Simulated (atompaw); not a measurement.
# What one change does to a pseudopotential (sulfur (S), PAW (atompaw))

sulfur (S), PAW, made with atompaw 4.2.0.5 (PBE, non-relativistic). Core [Ne], reference 3s2 3p3 (charge +1). Waves: 3s (bound): rc 1.40 bohr; 3s channel at -1.6 Ry: rc 1.60 bohr; 3p (bound): rc 1.60 bohr; 3p channel at -0.9 Ry: rc 1.60 bohr; 3d channel at -0.2 Ry: rc 1.60 bohr; 3d channel at 1.4 Ry: rc 1.25 bohr. Local part: troulliermartins scheme with l = 3 at 0 Ry, radius 1.25 bohr. Core correction: smooth core density matched at 1.30 bohr. Augmentation charge: sinc compensation charge, radius 1.60 bohr; PAW radius 1.60 bohr; waves and projectors: custom polynom2 7 10 vanderbiltortho.

Change: all radii scaled by about 1.23 (s 1.72, p 1.96, d 1.96 bohr); local potential troulliermartins scheme with l = 3 at 0 Ry, radius 1.54 bohr; augmentation sinc compensation charge, radius 1.96 bohr; PAW radius 1.96 bohr; waves and projectors: custom polynom2 7 10 vanderbiltortho; core correction smooth core density matched at 1.60 bohr.

Cutoffs: the cutoffs (Ry, on a coarse ladder) from which the occupation-weighted sum of valence levels, in a spherical-Bessel basis at the reference potential, stays within 10 and 1 mRy of its value at 400 Ry; they do not see the model core or the augmentation charge, which bear on the density cutoff.

Question: What does the change do?

Answer: The potential gets softer (18 Ry and 25 Ry → 15 Ry and 18 Ry); neither file shows a bound ghost. A larger radius leaves more room for a smooth pseudo-wave, so fewer plane waves are needed.

| quantity | base | changed |
| --- | --- | --- |
| cutoff, loose | 18 Ry | 15 Ry |
| cutoff, tight | 25 Ry | 18 Ry |
| loose cutoff by channel (10 mRy a level) | s 8 Ry, p 12 Ry | s 6 Ry, p 12 Ry |
| bound ghosts | none | none |
| lowest overlap eigenvalue by channel | s 0.03, p 0.66, d 1.00 | s 0.06, p 0.83, d 1.00 |

 The cutoffs see the waves, projectors and local potential, not the compensation charge or the core.
